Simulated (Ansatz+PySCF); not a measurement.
**quintet VH: levels of theory in one basis**

```yaml
atoms:
  - { symbol: V, position_ang: [0.0000, 0.0000, 0.0000] }
  - { symbol: H, position_ang: [0.0000, 0.0000, 1.7300] }
```

Basis set: def2-SVP (spherical functions). Correlated methods keep 5 orbitals frozen. Correlation on ROHF uses semicanonical orbitals with singles. Charge 0, multiplicity 5.

Computed with Ansatz (development build ahead of 0.2.0); each method stands on the lowest determinant of its kind that the runs found.

```json
{"method": "ROHF", "E − E(ROHF) (eV)": "0.00", "<S²> of the determinant": "6.00"}
{"method": "UHF", "E − E(ROHF) (eV)": "-0.11", "<S²> of the determinant": "6.01"}
{"method": "ROHF-MP2", "E − E(ROHF) (eV)": "-5.39", "<S²> of the determinant": "–"}
{"method": "UHF-MP2", "E − E(ROHF) (eV)": "-5.38", "<S²> of the determinant": "6.01"}
```

**Question.** Is a single determinant a sound starting point here?

**Answer.** By this sign, yes. Unrestricted orbitals gain 0.11 eV and <S²> is 6.01 against 6.00 for a pure state.
